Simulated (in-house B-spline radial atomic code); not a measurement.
## Ionising He with different functionals

Computed with a B-spline radial code for spherical atoms: scalar-relativistic (spin-free X2C) Hamiltonian, Gaussian nucleus of rms radius 1.6755 fm, spin-polarised at highest spin, spherical fractional occupations for the functionals, and exact exchange of hybrids averaged over the configuration. The ionisation energy is the difference of two self-consistent energies, 1s2 → 1s1, without Breit or QED terms; ε is the level of the shell that loses the electron (its least bound occupied spin orbital).

```
   method                    rung  ΔSCF (eV)  -ε(1s) (eV)
     PBE0           global hybrid      24.45        18.22
    B3LYP           global hybrid      24.94        18.00
    TPSSh           global hybrid      24.73        17.23
BHandHLYP           global hybrid      24.72        20.84
  r2SCAN0           global hybrid      24.58        18.77
    B97-1           global hybrid      24.63        17.90
    HSE06  range-separated hybrid      24.47        17.82
    wB97X  range-separated hybrid      24.65        20.91
CAM-B3LYP  range-separated hybrid      24.80        19.96
  LC-wPBE  range-separated hybrid      24.64        21.20
```

Q: Among the functionals, which spreads more, the ΔSCF values or the orbital energies?

A: The orbital energies: ΔSCF values span about 0.49 eV and the orbital energies 3.97 eV; here energy differences depend much less on the functional than eigenvalues do.

Q: How do they compare with the NIST value?

A: NIST lists 24.587 eV (measured, ground level to ground level). Errors run from -0.14 to +0.35 eV; r2SCAN0 is closest (-0.00 eV), but part of that can be cancellation, since the calculations leave out Breit-QED terms.
